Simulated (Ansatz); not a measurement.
System: CuI, net charge 0, singlet state. 
Coordinates optimised at B3LYP-D3(BJ)/def2-TZVP (Ansatz, a program for electronic structure):
```xyz
2

Cu     0.0000     0.0000    -1.5484
I      0.0000     0.0000     0.8472
```
Charge 0, spin multiplicity 1.

Basis-set convergence of Hartree-Fock and CCSD(T) correlation energies (hartree) with Ansatz. Cores are frozen in the correlated levels unless marked. No spin-orbit coupling. Frozen are the shells of the preceding noble gas and the d and f shells that filled before the atom's block. Past Kr the def2 sets carry scalar-relativistic core potentials.

The T1 diagnostic of CCSD in the largest basis is 0.026, which is high, so the coupled-cluster rows are less sure than usual.

| basis | functions | E(HF) | E(corr, CCSD(T)) | rough core time |
|---|---|---|---|---|
| def2-SVPD | 69 | -1935.42300 | -0.39340 | under 20 s |
| def2-TZVPPD | 126 | -1935.65761 | -0.60438 | under 20 s |
| def2-QZVPPD | 191 | -1935.69897 | -0.65584 | 22 s |

Extrapolating the two largest sets (X = 3 and 4) as X^-3: E(corr) = (64·(-0.65584) - 27·(-0.60438))/37 = -0.6934 Eh, an estimate of the basis-set limit. The largest set recovers 94.6 % of it, the smallest 56.7 %.
